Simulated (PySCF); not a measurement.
Se(OH)2 (H2O2Se), SMILES [Se](O)O. Atoms are numbered in the order given.

```xyz
5

Se    -0.0122    -0.4038     0.0000
O      0.1216     0.7288     1.3943
H     -0.7659     1.0349     1.6208
O      0.1216     0.7288    -1.3943
H     -0.7659     1.0349    -1.6208
```
Charge 0, spin multiplicity 1.

Coordinates come from a B3LYP-D3(BJ)/def2-TZVP optimisation. One conformer was computed; it need not be the lowest.

Calculation: KT2/pcSseg-2 (PySCF).

GIAO shieldings, no solvent; atoms alike by connectivity are averaged. δ = σ(ref) − σ: ⁷⁷Se against Me2Se (σ = 1704.9 ppm); ¹⁷O against H2O (σ = 324.0 ppm); ¹H against TMS (σ = 31.47 ppm), references at their B3LYP-D3(BJ)/def2-TZVP geometries, non-relativistic.

```tsv
nucleus	atoms	count	δ (ppm)
⁷⁷Se	Se1	1	2125.9
¹⁷O	O2, O4	2	129.8
¹H	H3, H5	2	5.85
```
